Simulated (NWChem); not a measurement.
**ClLi in NWChem**

SMILES: [Cl][Li]
```xyz
2

Li     0.0000     0.0000    -1.7006
Cl     0.0000     0.0000     0.3001
```
Charge 0, spin multiplicity 1.

Program: NWChem. Structure: optimised with B3LYP/def2-SVP, a minimum by its harmonic frequencies.

Symmetry labels belong to the abelian group C2v used in the runs, with the axes of the coordinates shown; states degenerate in a higher group split over its labels.

The correlated methods keep 5 core orbitals frozen. The structure started from a generated list of species.

Q: List the 4 singlet excitations that EOM-CCSD/aug-cc-pVDZ, 5 core orbitals frozen gives, with oscillator strengths.

A: 
```json
[
 {"state": "1", "symmetry": "b1", "energy (eV)": "5.33", "wavelength (nm)": "233", "f": "0.039"},
 {"state": "2", "symmetry": "b2", "energy (eV)": "5.33", "wavelength (nm)": "233", "f": "0.039"},
 {"state": "3", "symmetry": "a2", "energy (eV)": "6.86", "wavelength (nm)": "181", "f": "0.000"},
 {"state": "4", "symmetry": "a1", "energy (eV)": "6.86", "wavelength (nm)": "181", "f": "0.000"}
]
```
These are the lowest roots of each symmetry, so higher states are missing between them.
